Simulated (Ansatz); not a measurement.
Geometry optimisation, DFT PBE, scalar-relativistic, plane waves, PAW (Ansatz).

The input (input.yaml):

```yaml
crystal:
  lattice:
    - [4.58, 0.0, 0.0]
    - [2.29, 3.966396, 0.0]
    - [0.0, 0.0, 14.58843]
  atoms:
    - { symbol: Be, position: [0.0, 0.0, 0.0685475] }
    - { symbol: Be, position: [0.5, 0.0, 0.0685475] }
    - { symbol: Be, position: [0.0, 0.5, 0.0685475] }
    - { symbol: Be, position: [0.5, 0.5, 0.0685475] }
    - { symbol: Be, position: [-0.1666667, 0.3333333, 0.1915364] }
    - { symbol: Be, position: [0.3333333, 0.3333333, 0.1915364] }
    - { symbol: Be, position: [-0.1666667, 0.8333333, 0.1915364] }
    - { symbol: Be, position: [0.3333333, 0.8333333, 0.1915364] }
    - { symbol: Be, position: [0.0, 0.0, 0.3145253] }
    - { symbol: Be, position: [0.5, 0.0, 0.3145253] }
    - { symbol: Be, position: [0.0, 0.5, 0.3145253] }
    - { symbol: Be, position: [0.5, 0.5, 0.3145253] }
    - { symbol: Ga, position: [0.2410716, 0.5263099, 0.4475074] }
basis:
  ecutwfc: 420.0
kpoints:
  mp_grid: { grid: [6, 6, 1] }
hamiltonian:
  xc: pbe
scf:
  occupations: { method: fermi_dirac, width: 0.1 }
  lower_state_search: "off"
relax:
  f_tol: 0.03
  max_steps: 60
  adjacent_minimum: "off"
  constraints: [{ sites: [0, 1, 2, 3] }]
```

Launched with:

```bash
$ ansatz run input.yaml --threads 1 --pin off --max-ram 3072MiB --backend cpu --events-out ev --progress --plain --runs-dir out
```

Where does it end, and by what steps?

The run converged. The force dipped under the threshold on the way, but the program's further checks kept it going. Limits of this set-up: coarse k mesh, thin slab, slab without dipole correction. After 6 steps the energy has fallen by 0.255 eV; Ga13 moved furthest, 0.65 Å.

```csv
step,energy less start (eV),largest force component (eV/Å),accepted
0,0.0000,1.530,yes
1,-0.1730,0.756,yes
2,-0.2465,0.089,yes
3,-0.2518,0.016,yes
4,-0.2538,0.027,yes
5,-0.2544,0.011,yes
6,-0.2545,0.004,yes
```

```xyz
13
Lattice="4.5800 0.0000 0.0000 2.2900 3.9664 0.0000 0.0000 0.0000 14.5884" Properties=species:S:1:pos:R:3
Be 0.000 0.000 1.000
Be 2.290 0.000 1.000
Be 1.145 1.983 1.000
Be 3.435 1.983 1.000
Be 0.000 1.322 2.831
Be 2.290 1.315 2.825
Be 1.139 3.309 2.825
Be 3.442 3.309 2.825
Be 0.000 0.009 4.630
Be 2.290 0.001 4.729
Be 1.138 1.980 4.629
Be 3.442 1.980 4.630
Ga 2.284 2.645 6.857
```

Whether the end is a true minimum wasn't checked by a vibrational analysis.

The run took 78 s on 1 thread of Arm Neoverse V1, with other jobs on the host, peak memory 0.47 GiB.
